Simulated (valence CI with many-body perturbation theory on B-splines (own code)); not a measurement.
## E1 transitions of O3+

Computed by relativistic CI+MBPT: three valence electrons over a frozen Dirac-Fock core [He], radial functions for each j: 11 s, 11 p, 9 d, 7 f, 5 g, 2 h, 1 i, with the one-electron correlation potential Σ1, the two-electron term Σ2, the three-electron term Σ3, Breit, model QED; selected CI, second order for the rest, scaled by the run's own slope (own B-spline code, finite nucleus).

Against 43 measured levels this calculation errs by 73 cm⁻¹ on average and by 162 at most. These come from a selection out of Moore, Selected Tables of Atomic Spectra, NSRDS-NBS 3, section 10. Levels without a partner in it may be off by more.

Lines 201 to 250 of 269 in falling wavelength, among levels below 534858 cm⁻¹, chosen from the strongest by gf and those to the six lowest levels. Wavelengths and rates use the calculated energies, so an error of 70 cm⁻¹ moves a line at 236.1 Å by 0.017 % and its rate by three times that or more. Electric multipoles are in the length gauge, E1 and E2 with the static RPA response of the core. Weak lines are less certain than strong ones. Lines between different terms over intervals too small for the method are left out, as are lines whose strength nearly cancels. The highest levels of a list are the least certain.

Letters in brackets count levels of one name in rising energy.

| λ vac (Å) | λ from measured levels | Upper | Lower | A (s⁻¹) | log gf | Branch % |
| --- | --- | --- | --- | --- | --- | --- |
| 236.1 | 236.1 | 2s 2p 3d 4F°_3/2 | 2s 2p2 4P_3/2 | 8.20e+06 | -3.56 | 8.3 |
| 236.1 |  | 2s 2p 3d 4F°_7/2 | 2s 2p2 4P_5/2 | 3.69e+07 | -2.61 | 31.6 |
| 236.0 | 236.0 | 2s 2p 3d 4F°_5/2 | 2s 2p2 4P_3/2 | 2.28e+07 | -2.94 | 19.9 |
| 236.0 | 236.0 | 2s 2p 3d 4F°_3/2 | 2s 2p2 4P_1/2 | 6.35e+06 | -3.67 | 6.4 |
| 233.6 |  | 2s 2p 3d 4D°_3/2 | 2s 2p2 4P_5/2 | 2.28e+09 | -1.13 | 4.4 |
| 233.6 |  | 2s 2p 3d 4D°_5/2 | 2s 2p2 4P_5/2 | 1.45e+10 | -0.15 | 27.6 |
| 233.6 |  | 2s 2p 3d 4D°_7/2 | 2s 2p2 4P_5/2 | 5.24e+10 | 0.54 | 99.9 |
| 233.5 |  | 2s 2p 3d 4D°_1/2 | 2s 2p2 4P_3/2 | 8.26e+09 | -0.87 | 15.8 |
| 233.5 |  | 2s 2p 3d 4D°_3/2 | 2s 2p2 4P_3/2 | 2.73e+10 | -0.05 | 52.1 |
| 233.5 | 233.5 | 2s2 4p 2P°_3/2 | 2s 2p2 4P_5/2 | 2.60e+06 | -4.07 | 0.2 |
| 233.5 |  | 2s 2p 3d 4D°_5/2 | 2s 2p2 4P_3/2 | 3.79e+10 | 0.27 | 72.2 |
| 233.5 |  | 2s 2p 3d 4D°_1/2 | 2s 2p2 4P_1/2 | 4.41e+10 | -0.14 | 84.1 |
| 233.5 |  | 2s 2p 3d 4D°_3/2 | 2s 2p2 4P_1/2 | 2.28e+10 | -0.13 | 43.5 |
| 233.4 | 233.4 | 2s2 4p 2P°_1/2 | 2s 2p2 4P_3/2 | 1.81e+07 | -3.53 | 1.2 |
| 233.4 | 233.4 | 2s2 4p 2P°_3/2 | 2s 2p2 4P_3/2 | 2.66e+07 | -3.06 | 1.9 |
| 233.4 | 233.3 | 2s2 4p 2P°_1/2 | 2s 2p2 4P_1/2 | 9.18e+07 | -2.82 | 6.2 |
| 233.3 | 233.3 | 2s2 4p 2P°_3/2 | 2s 2p2 4P_1/2 | 2.10e+07 | -3.16 | 1.5 |
| 232.7 |  | 2s 2p 3d 2D°_3/2 | 2s 2p2 4P_5/2 | 6.46e+06 | -3.68 | 0.0 |
| 232.7 |  | 2s 2p 3d 2D°_5/2 | 2s 2p2 4P_5/2 | 6.47e+07 | -2.50 | 0.3 |
| 232.6 |  | 2s 2p 3d 2D°_3/2 | 2s 2p2 4P_3/2 | 1.32e+07 | -3.37 | 0.1 |
| 232.6 |  | 2s 2p 3d 2D°_5/2 | 2s 2p2 4P_3/2 | 3.56e+03 | -6.76 | 0.0 |
| 232.5 |  | 2s 2p 3d 2D°_3/2 | 2s 2p2 4P_1/2 | 5.75e+05 | -4.73 | 0.0 |
| 231.3 |  | 2s 2p 3d 4P°_5/2 | 2s 2p2 4P_5/2 | 2.13e+10 | 0.01 | 73.8 |
| 231.2 | 231.2 | 2s 2p 3d 4P°_3/2 | 2s 2p2 4P_5/2 | 1.33e+10 | -0.37 | 45.9 |
| 231.2 |  | 2s 2p 3d 4P°_5/2 | 2s 2p2 4P_3/2 | 7.41e+09 | -0.45 | 25.7 |
| 231.1 | 231.1 | 2s 2p 3d 4P°_3/2 | 2s 2p2 4P_3/2 | 4.47e+09 | -0.84 | 15.5 |
| 231.1 | 231.1 | 2s 2p 3d 4P°_1/2 | 2s 2p2 4P_3/2 | 2.45e+10 | -0.41 | 84.6 |
| 231.1 | 231.1 | 2s 2p 3d 4P°_3/2 | 2s 2p2 4P_1/2 | 1.10e+10 | -0.45 | 38.2 |
| 231.0 | 231.0 | 2s 2p 3d 4P°_1/2 | 2s 2p2 4P_1/2 | 4.33e+09 | -1.16 | 15.0 |
| 227.8 |  | 2s 2p 3d 2F°_5/2 | 2s 2p2 4P_5/2 | 6.89e+04 | -5.49 | 0.0 |
| 227.7 |  | 2s 2p 3d 2F°_5/2 | 2s 2p2 4P_3/2 | 3.80e+04 | -5.75 | 0.0 |
| 227.7 |  | 2s 2p 3d 2F°_7/2 | 2s 2p2 4P_5/2 | 6.79e+05 | -4.37 | 0.0 |
| 226.5 |  | 2s2 4f 2F°_7/2 | 2s 2p2 4P_5/2 | 5.89e+03 | -6.44 | 0.0 |
| 226.4 |  | 2s2 4f 2F°_5/2 | 2s 2p2 4P_3/2 | 2.17e+03 | -7.00 | 0.0 |
| 226.0 | 226.0 | 2s 2p 3d 2P°_3/2 | 2s 2p2 4P_5/2 | 5.66e+04 | -5.76 | 0.0 |
| 225.9 | 225.9 | 2s 2p 3d 2P°_3/2 | 2s 2p2 4P_3/2 | 2.69e+05 | -5.08 | 0.0 |
| 225.8 | 225.8 | 2s 2p 3d 2P°_3/2 | 2s 2p2 4P_1/2 | 7.79e+05 | -4.62 | 0.0 |
| 225.8 | 225.8 | 2s 2p 3d 2P°_1/2 | 2s 2p2 4P_3/2 | 5.01e+04 | -6.12 | 0.0 |
| 225.7 | 225.8 | 2s 2p 3d 2P°_1/2 | 2s 2p2 4P_1/2 | 1.73e+06 | -4.58 | 0.0 |
| 223.7 | 223.7 | 2s 2p 3s 2P°_3/2 [b] | 2s 2p2 4P_5/2 | 4.92e+04 | -5.83 | 0.0 |
| 223.6 | 223.6 | 2s 2p 3s 2P°_3/2 [b] | 2s 2p2 4P_3/2 | 2.56e+04 | -6.12 | 0.0 |
| 223.5 | 223.6 | 2s 2p 3s 2P°_1/2 [b] | 2s 2p2 4P_1/2 | 2.02e+05 | -5.52 | 0.0 |
| 223.5 | 223.6 | 2s 2p 3s 2P°_3/2 [b] | 2s 2p2 4P_1/2 | 1.05e+05 | -5.50 | 0.0 |
| 214.2 | 214.2 | 2s 2p 3p 2P_1/2 | 2s2 2p 2P°_3/2 | 3.60e+09 | -1.30 | 31.4 |
| 214.2 | 214.2 | 2s 2p 3p 2P_3/2 | 2s2 2p 2P°_3/2 | 9.14e+09 | -0.60 | 79.4 |
| 214.1 | 214.0 | 2s 2p 3p 2P_1/2 | 2s2 2p 2P°_1/2 | 7.42e+09 | -0.99 | 64.6 |
| 214.0 | 214.0 | 2s 2p 3p 2P_3/2 | 2s2 2p 2P°_1/2 | 1.91e+09 | -1.28 | 16.6 |
| 213.7 | 213.7 | 2s 2p 3p 4D_1/2 | 2s2 2p 2P°_3/2 | 3.85e+07 | -3.28 | 17.3 |
| 213.7 | 213.7 | 2s 2p 3p 4D_3/2 | 2s2 2p 2P°_3/2 | 5.93e+07 | -2.79 | 33.8 |
| 213.6 | 213.6 | 2s 2p 3p 4D_5/2 | 2s2 2p 2P°_3/2 | 1.60e+04 | -6.18 | 0.0 |
